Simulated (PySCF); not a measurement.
C3H9BFN (SMILES CCN(C)BF), singlet, at a GFN2-xTB geometry, atoms displaced at random by about 0.08 Å a coordinate; HF/STO-3G, gradient (PySCF).

Here is a job for PySCF.
```python
from pyscf import gto, scf

mol = gto.Mole()
mol.atom = '''
    B     0.00542417   -1.42580874   -0.04714367
    F     1.06311118   -1.67111647   -0.10566335
    H    -0.92448716   -2.42179910   -0.21398016
    N    -0.49397129   -0.13174084    0.17126122
    C    -1.82387940    0.30718627    0.20033919
    C     0.52731954    0.96197620    0.44506477
    C     0.62821973    1.74871401   -0.95356416
    H    -2.04713909    0.86597131   -0.61992967
    H    -2.10280382    0.78067203    1.28107801
    H    -2.62170437   -0.57927913    0.17475952
    H     0.10707723    1.62484411    1.37196012
    H     1.39636572    0.31267262    0.76195205
    H    -0.07501350    2.27035718   -0.99457464
    H     1.40601254    2.54121623   -0.47038645
    H     0.94191590    1.21469671   -1.61848080
'''
mol.basis = 'sto-3g'
mol.verbose = 4
mol.build()

mf = scf.RHF(mol)
mf.conv_tol = 1e-6
mf.kernel()
g = mf.nuc_grad_method()
grad = g.kernel()
```

Output, abridged:

```
PySCF version 2.14.0

[INPUT] verbose = 4
[INPUT] num. atoms = 15
[INPUT] num. electrons = 48
[INPUT] charge = 0
[INPUT] spin (= nelec alpha-beta = 2S) = 0
[INPUT] symmetry False subgroup None
[INPUT] Mole.unit = angstrom
[INPUT] Symbol           X                Y                Z      unit          X                Y                Z       unit  Magmom
[INPUT]  1 B      0.005424170000  -1.425808740000  -0.047143670000 AA    0.010250195753  -2.694388024611  -0.089088624807 Bohr   0.0
[INPUT]  2 F      1.063111180000  -1.671116470000  -0.105663350000 AA    2.008988970163  -3.157952450550  -0.199674792904 Bohr   0.0
[INPUT]  3 H     -0.924487160000  -2.421799100000  -0.213980160000 AA   -1.747027538077  -4.576537027718  -0.404363898491 Bohr   0.0
[INPUT]  4 N     -0.493971290000  -0.131740840000   0.171261220000 AA   -0.933470451498  -0.248954107020   0.323636801559 Bohr   0.0
[INPUT]  5 C     -1.823879400000   0.307186270000   0.200339190000 AA   -3.446632550236   0.580497919527   0.378586201117 Bohr   0.0
[INPUT]  6 C      0.527319540000   0.961976200000   0.445064770000 AA    0.996489510732   1.817871556350   0.841050522993 Bohr   0.0
[INPUT]  7 C      0.628219730000   1.748714010000  -0.953564160000 AA    1.187163235748   3.304590549090  -1.801975104601 Bohr   0.0
[INPUT]  8 H     -2.047139090000   0.865971310000  -0.619929670000 AA   -3.868532218991   1.636448607631  -1.171497292792 Bohr   0.0
[INPUT]  9 H     -2.102803820000   0.780672030000   1.281078010000 AA   -3.973723313489   1.475256329808   2.420886583103 Bohr   0.0
[INPUT] 10 H     -2.621704370000  -0.579279130000   0.174759520000 AA   -4.954303238875  -1.094678905376   0.330247630460 Bohr   0.0
[INPUT] 11 H      0.107077230000   1.624844110000   1.371960120000 AA    0.202346638877   3.070510363013   2.592628880625 Bohr   0.0
[INPUT] 12 H      1.396365720000   0.312672620000   0.761952050000 AA    2.638748780531   0.590865618450   1.439880694551 Bohr   0.0
[INPUT] 13 H     -0.075013500000   2.270357180000  -0.994574640000 AA   -0.141754970645   4.290353275140  -1.879473680038 Bohr   0.0
[INPUT] 14 H      1.406012540000   2.541216230000  -0.470386450000 AA    2.656978628304   4.802202698000  -0.888901563206 Bohr   0.0
[INPUT] 15 H      0.941915900000   1.214696710000  -1.618480800000 AA    1.779963083373   2.295444106310  -3.058485449867 Bohr   0.0

nuclear repulsion = 246.275110226704
number of shells = 27
number of NR pGTOs = 117
number of NR cGTOs = 39
basis = sto-3g
ecp = {}

******** <class 'pyscf.scf.hf.RHF'> ********
method = RHF
initial guess = minao
damping factor = 0
level_shift factor = 0
DIIS = <class 'pyscf.scf.diis.CDIIS'>
diis_start_cycle = 1
diis_space = 8
diis_damp = 0
SCF conv_tol = 1e-06
SCF conv_tol_grad = None
SCF max_cycles = 50
direct_scf = True
direct_scf_tol = 1e-13
Set gradient conv threshold to 0.001
Initial guess from minao.
init E= -294.95127099821
  HOMO = -0.205309231673547  LUMO = 0.259413622320543  gap/eV = 12.64575
cycle= 1 E= -293.37042164402  delta_E= 1.58  |g|= 0.408  |ddm|= 4.59
  HOMO = -0.250060424005671  LUMO = 0.414769762193897  gap/eV = 18.09095
cycle= 2 E= -293.430794919033  delta_E= -0.0604  |g|= 0.103  |ddm|= 0.661
  HOMO = -0.284015810921816  LUMO = 0.412151993012369  gap/eV = 18.94369
cycle= 3 E= -293.434520579394  delta_E= -0.00373  |g|= 0.0288  |ddm|= 0.158
  HOMO = -0.27805088925432  LUMO = 0.411310899264248  gap/eV = 18.75849
cycle= 4 E= -293.434911757435  delta_E= -0.000391  |g|= 0.00594  |ddm|= 0.0597
  HOMO = -0.280961986125161  LUMO = 0.410309304956463  gap/eV = 18.81045
cycle= 5 E= -293.434931734949  delta_E= -2e-05  |g|= 0.00208  |ddm|= 0.0115
  HOMO = -0.280835603608777  LUMO = 0.410163278610597  gap/eV = 18.80304
cycle= 6 E= -293.434934724715  delta_E= -2.99e-06  |g|= 0.000339  |ddm|= 0.00565
  HOMO = -0.28094978064461  LUMO = 0.41011736314245  gap/eV = 18.80489
cycle= 7 E= -293.434934815265  delta_E= -9.06e-08  |g|= 9.9e-05  |ddm|= 0.000944
  HOMO = -0.280916122685306  LUMO = 0.410122229692605  gap/eV = 18.80411
Extra cycle  E= -293.434934819932  delta_E= -4.67e-09  |g|= 3.44e-05  |ddm|= 0.000182
converged SCF energy = -293.434934819932

******** <class 'pyscf.grad.rhf.Gradients'> for <class 'pyscf.scf.hf.RHF'> ********
unit = Eh/Bohr
--------------- RHF gradients ---------------
         x                y                z
0 B     0.5401928890    -0.0289949316    -0.0096070713
1 F    -0.4764245673     0.1089492618     0.0233611035
2 H    -0.0570518678    -0.0650062591    -0.0104227522
3 N    -0.0649442693    -0.0028263934    -0.0251809576
4 C     0.1133169007     0.0783689999    -0.1327341796
5 C     0.0669835731     0.0340547154    -0.0103033912
6 C    -0.2630053831    -0.0346271827    -0.3537407806
7 H     0.0227075731    -0.0628755482     0.0521264700
8 H    -0.0199925707     0.0113983856     0.0786905351
9 H    -0.0567726497    -0.0431989351     0.0046058092
10 H    -0.0368902759     0.0372153742     0.0665067367
11 H     0.0053010278    -0.0443047776     0.0125790151
12 H     0.2754566886    -0.1725746582     0.0445090017
13 H     0.0321999127     0.0477945730     0.0695625798
14 H    -0.0810769814     0.1366273760     0.1900478814
----------------------------------------------
```
